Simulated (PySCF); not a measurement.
C7H7O (SMILES Cc1c[c]c(O)cc1), doublet (typed; the unrestricted solution is spin-contaminated), geometry from GFN2-xTB; MP2/pcseg-1 run with PySCF.

Input for PySCF:
```python
from pyscf import gto, scf, mp

mol = gto.M(
    atom='''
C    -2.817685   -0.323967   -0.283078
C    -1.338074   -0.154381   -0.115965
C    -0.452404   -0.500559   -1.128259
C     0.910877   -0.338040   -0.990529
C     1.445387    0.188091    0.190179
O     2.794706    0.334896    0.294889
C     0.543070    0.519666    1.168180
C    -0.803718    0.372181    1.064960
H    -3.046782   -1.321602   -0.654552
H    -3.200551    0.398726   -1.004144
H    -3.337468   -0.175067    0.659952
H    -0.841916   -0.909441   -2.049815
H     1.597981   -0.608757   -1.777731
H     3.007172    0.705653    1.159234
H    -1.460804    0.653377    1.875014
''',
    basis='pcseg-1',
    charge=0,
    spin=1,
    verbose=4,
)

mf = scf.UHF(mol)
mf.kernel()

pt = mp.MP2(mf, frozen=8)
pt.kernel()
print('E(MP2) = %.10f' % pt.e_tot)
```

It wrote (shortened):

```
PySCF version 2.14.0

[INPUT] verbose = 4
[INPUT] num. atoms = 15
[INPUT] num. electrons = 57
[INPUT] charge = 0
[INPUT] spin (= nelec alpha-beta = 2S) = 1
[INPUT] symmetry False subgroup None
[INPUT] Mole.unit = angstrom
[INPUT] Symbol           X                Y                Z      unit          X                Y                Z       unit  Magmom
[...]
nuclear repulsion = 332.58704405321
number of shells = 38
number of NR pGTOs = 249
number of NR cGTOs = 147
basis = pcseg-1
ecp = {}

******** <class 'pyscf.scf.uhf.UHF'> ********
method = UHF
initial guess = minao
damping factor = 0
level_shift factor = 0
DIIS = <class 'pyscf.scf.diis.CDIIS'>
diis_start_cycle = 1
diis_space = 8
diis_damp = 0
SCF conv_tol = 1e-09
SCF conv_tol_grad = None
SCF max_cycles = 50
direct_scf = True
direct_scf_tol = 1e-13
number electrons alpha = 29  beta = 28
Set gradient conv threshold to 3.16228e-05
init E= -346.130123577568

cycle= 1 E= -343.705287828651  delta_E= 2.42  |g|= 0.435  |ddm|=    3
cycle= 2 E= -343.821822022389  delta_E= -0.117  |g|= 0.199  |ddm|= 0.714
cycle= 3 E= -343.842171835068  delta_E= -0.0203  |g|= 0.0751  |ddm|= 0.267
cycle= 4 E= -343.847241382292  delta_E= -0.00507  |g|= 0.0221  |ddm|= 0.158
cycle= 5 E= -343.848067749244  delta_E= -0.000826  |g|= 0.0137  |ddm|= 0.0535
cycle= 6 E= -343.848583206442  delta_E= -0.000515  |g|= 0.0105  |ddm|= 0.0435
cycle= 7 E= -343.848991512604  delta_E= -0.000408  |g|= 0.00979  |ddm|= 0.033
cycle= 8 E= -343.849276084943  delta_E= -0.000285  |g|= 0.00984  |ddm|= 0.0213
cycle= 9 E= -343.849196174705  delta_E= 7.99e-05  |g|= 0.0098  |ddm|= 0.00589
cycle= 10 E= -343.847826889248  delta_E= 0.00137  |g|= 0.00882  |ddm|= 0.108
cycle= 11 E= -343.84512005572  delta_E= 0.00271  |g|= 0.00717  |ddm|= 0.282
cycle= 12 E= -343.843224984676  delta_E= 0.0019  |g|= 0.00906  |ddm|= 0.219
cycle= 13 E= -343.84887410876  delta_E= -0.00565  |g|= 0.0103  |ddm|= 0.58
cycle= 14 E= -343.847966574555  delta_E= 0.000908  |g|= 0.00931  |ddm|= 0.0727
cycle= 15 E= -343.84763783111  delta_E= 0.000329  |g|= 0.00991  |ddm|= 0.0287
cycle= 16 E= -343.847769620649  delta_E= -0.000132  |g|= 0.0108  |ddm|= 0.0138
cycle= 17 E= -343.847411093683  delta_E= 0.000359  |g|= 0.0106  |ddm|= 0.0315
cycle= 18 E= -343.847243435732  delta_E= 0.000168  |g|= 0.0104  |ddm|= 0.0154
cycle= 19 E= -343.847602387355  delta_E= -0.000359  |g|= 0.0101  |ddm|= 0.0317
cycle= 20 E= -343.847539702283  delta_E= 6.27e-05  |g|= 0.00975  |ddm|= 0.00953
[...]
cycle= 29 E= -343.845819386606  delta_E= -0.000785  |g|= 0.00682  |ddm|= 0.0945
cycle= 30 E= -343.843646790758  delta_E= 0.00217  |g|= 0.008  |ddm|= 0.259
cycle= 31 E= -343.846354307145  delta_E= -0.00271  |g|= 0.00731  |ddm|= 0.319
cycle= 32 E= -343.845671153114  delta_E= 0.000683  |g|= 0.00664  |ddm|= 0.0768
cycle= 33 E= -343.844747869087  delta_E= 0.000923  |g|= 0.0066  |ddm|= 0.114
cycle= 34 E= -343.846646197342  delta_E= -0.0019  |g|= 0.00771  |ddm|= 0.22
cycle= 35 E= -343.844026905145  delta_E= 0.00262  |g|= 0.00738  |ddm|= 0.307
cycle= 36 E= -343.841015791275  delta_E= 0.00301  |g|= 0.0147  |ddm|= 0.246
cycle= 37 E= -343.844216102104  delta_E= -0.0032  |g|= 0.00672  |ddm|= 0.267
cycle= 38 E= -343.843352945026  delta_E= 0.000863  |g|= 0.00815  |ddm|= 0.0939
cycle= 39 E= -343.842718040169  delta_E= 0.000635  |g|= 0.00955  |ddm|= 0.0577
cycle= 40 E= -343.842823323887  delta_E= -0.000105  |g|= 0.00936  |ddm|= 0.00917
cycle= 41 E= -343.84258526433  delta_E= 0.000238  |g|= 0.00995  |ddm|= 0.02
cycle= 42 E= -343.843835895715  delta_E= -0.00125  |g|= 0.00709  |ddm|= 0.118
cycle= 43 E= -343.846022086162  delta_E= -0.00219  |g|= 0.00657  |ddm|= 0.262
cycle= 44 E= -343.844100205649  delta_E= 0.00192  |g|= 0.00663  |ddm|= 0.232
cycle= 45 E= -343.843004790575  delta_E= 0.0011  |g|= 0.00888  |ddm|= 0.112
cycle= 46 E= -343.843262123937  delta_E= -0.000257  |g|= 0.00821  |ddm|= 0.0239
cycle= 47 E= -343.843049869111  delta_E= 0.000212  |g|= 0.00867  |ddm|= 0.0199
cycle= 48 E= -343.842672645372  delta_E= 0.000377  |g|= 0.00966  |ddm|= 0.0327
cycle= 49 E= -343.843003634339  delta_E= -0.000331  |g|= 0.00885  |ddm|= 0.0285
cycle= 50 E= -343.843154922943  delta_E= -0.000151  |g|= 0.0085  |ddm|= 0.0139
SCF not converged.
SCF energy = -343.843154922943 after 50 cycles  <S^2> = 1.0197423  2S+1 = 2.2536569

******** <class 'pyscf.mp.ump2.UMP2'> ********
nocc = (np.int64(21), np.int64(20)), nmo = (139, 139)
frozen orbitals 8
Init E(MP2) = -1.06274551619016
cycle = 1  E_corr(MP2) = -1.06273161781144  dE = 1.38983787e-05  norm(t2) = 0.000751067
cycle = 2  E_corr(MP2) = -1.06273225273936  dE = -6.34927927e-07  norm(t2) = 2.18564e-06
cycle = 3  E_corr(MP2) = -1.06273225369903  dE = -9.59670121e-10  norm(t2) = 8.34483e-09
E(UMP2) = -344.905887176642  E_corr = -1.06273225369903
E(SCS-UMP2) = -344.876048534618  E_corr = -1.03289361167491
E_corr(same-spin) = -0.279675107035304
E_corr(oppo-spin) = -0.78305714666373
E(MP2) = -344.9058871766
```

Convergence was not reached.
